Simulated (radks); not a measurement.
All-electron atom: Mo13+ in [Ar] 3d10 4s1.

Method: Dirac Kohn-Sham, BLYP, spin-unpolarised, spherical densities, finite nucleus; Fermi nuclear charge, rms radius 4.4091 fm; computed with a radial shooting solver on a logarithmic mesh with Libxc functionals.

Energy parts (hartree):
| part | energy |
|---|---|
| total | -3992.68366 |
| kinetic | 4141.86034 |
| electron-nucleus | -9342.26733 |
| Hartree | 1323.40498 |
| exchange-correlation | -115.68164 |

Orbitals (lengths in bohr, moments of r in powers of bohr; r(max) is where P^2 peaks):
orbital  occ.  eigenvalue (hartree)      <r>   r(max)  small-component weight
1s1/2       2             -738.6904  0.03516  0.02287                2.35e-02
2s1/2       2             -113.0240   0.1533   0.1296                4.82e-03
2p1/2       2             -104.8482   0.1306   0.1008                4.82e-03
2p3/2       4             -100.9210   0.1352   0.1047                4.67e-03
3s1/2       2             -27.29507   0.4251   0.3822                1.31e-03
3p1/2       2             -24.17519   0.4186   0.3690                1.25e-03
3p3/2       4             -23.51458   0.4287   0.3782                1.21e-03
3d3/2       4             -18.00535   0.4039   0.3176                1.11e-03
3d5/2       6             -17.87804   0.4071   0.3202                1.09e-03
4s1/2       1             -10.76689   0.9608   0.9128                4.16e-04
4p1/2       0              -9.70895   0.9968   0.9428                3.87e-04
4p3/2       0              -9.55666    1.013   0.9598                3.79e-04
5s1/2       0              -5.86955    1.726    1.758                2.04e-04

The highest occupied level is 4s1/2 at -292.98 eV. The electron density at the nucleus is 9.086e+04 e/bohr^3. Summed over all electrons, <r^2> = 4.866 bohr^2, which gives a Langevin (diamagnetic) susceptibility term of -3.85 x 10^-6 cm^3/mol. The density falls to 0.001 e/bohr^3 at r = 1.85 bohr. For comparison, the ionisation energy in NIST's Atomic Spectra Database is 302.60 eV (measured). In exact Kohn-Sham theory the highest level is minus the ionisation energy, but local and semilocal functionals leave it too shallow, through self-interaction and a potential that decays too fast; potentials with the right tail come closer.

Beside tabulated values, note that spin-unpolarised runs miss the spin-polarisation part of the exchange energy of open shells.
